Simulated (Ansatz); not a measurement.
`C[SiH2]CCF` + H₂ → `FCC[SiH3]` + CH₄  (hydrogenolysis of the Si–C bond)

Program: Ansatz. Geometries: PBE0-D4/def2-TZVP. ΔE: electronic, gas phase. CCSD(T)/CBS adds triple-zeta CCSD(T) − MP2 to the extrapolated MP2 energy (def2 sets, frozen cores). This one scheme is used for every species. Functionals use def2-TZVPP. Each species was taken in one conformer, which may not be the lowest.

CCSD(T)/CBS gives -23.3 kJ/mol.

Problem. Another level gave -28.3 kJ/mol. Which?
A. PBE-D4/def2-TZVPP
B. BLYP/def2-TZVPP
C. LC-ωPBE/def2-TZVPP
D. HF/def2-TZVPP

Solution. C. LC-ωPBE -28.3, BLYP -35.6, PBE-D4 -21.6, HF/def2-TZVPP -47.3 kJ/mol.

Largest T1 diagnostic among the species: 0.011.

At CCSD(T), def2-SVP lies −14.0 kJ/mol from the extrapolated value and def2-TZVPP −2.5 kJ/mol. Leaving LDA and LC-ωPBE aside and taking each functional with its dispersion term where it has one, the values, not all of them listed here, spread over 12.5 kJ/mol, from B2PLYP to revPBE-D4. LDA lies +6.7 kJ/mol from PBE without D4.

CCSD(T)/CBS has its own doubt, a few kJ/mol and more with outer-core shells, so smaller differences from it don't rank the levels.
